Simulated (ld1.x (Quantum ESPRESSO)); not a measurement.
**Transferability test, ultrasoft potential for nitrogen**

- Element: nitrogen (N)
- Generator: ld1.x (Quantum ESPRESSO) 7.5
- Type: ultrasoft
- Functional: revPBE
- Relativity: non-relativistic
- Frozen core: [He]
- Valence charge: 5
- Reference configuration: 2s2 2p2 (charge +1)
- Partial waves: 2s (bound): rcut 0.60, rcutus 0.70 bohr; 2s channel at -0.75 Ry: rcut 0.60, rcutus 0.70 bohr; 2p (bound): rcut 1.90, rcutus 2.10 bohr; 2p channel at 2.55 Ry: rcut 1.90, rcutus 2.10 bohr; 3d channel at 0.45 Ry: rcut 1.25, rcutus 1.75 bohr; 3d channel at 1.8 Ry: rcut 1.25, rcutus 1.75 bohr
- Local potential: all-electron potential smoothed inside 0.60 bohr (lloc = -1)
- Core correction: Bessel-smoothed model core, default radius (core density twice the valence density)
- Augmentation charge: PSQ, inside the norm-conserving radii

Energies are relative to the spin-unpolarised reference configuration 2s2 2p2; without spin polarisation the order of configurations can differ from experiment. Not all tests gave a result: test run stopped at test 5 of 7 (negative rho).

```tsv
valence configuration	charge	ΔE all-electron (eV)	error AE − PS (meV)
2s2 2p3	0	-13.541	-86
2s2 2p0	+3	75.767	-1128
```

Problem. What are ΔE and the potential's error for 2s2 2p1?

Solution. ΔE = 28.790 eV all-electron; the error (AE − PS) is -228 meV.

Problem. What are ΔE and the potential's error for 2s1 2p3?

Solution. ΔE = 11.848 eV all-electron; the error (AE − PS) is -7.9 meV.

Levels in the configuration 2s2 2p1:

| level | all-electron (eV) | pseudo (eV) |
| --- | --- | --- |
| 2s | -49.177 | -49.425 |
| 2p | -37.433 | -37.954 |

Note: ghost state, extra bound levels that the all-electron valence spectrum of the same l lacks: s at -131.1 eV. A true bound ghost makes a file unfit for plane-wave use.
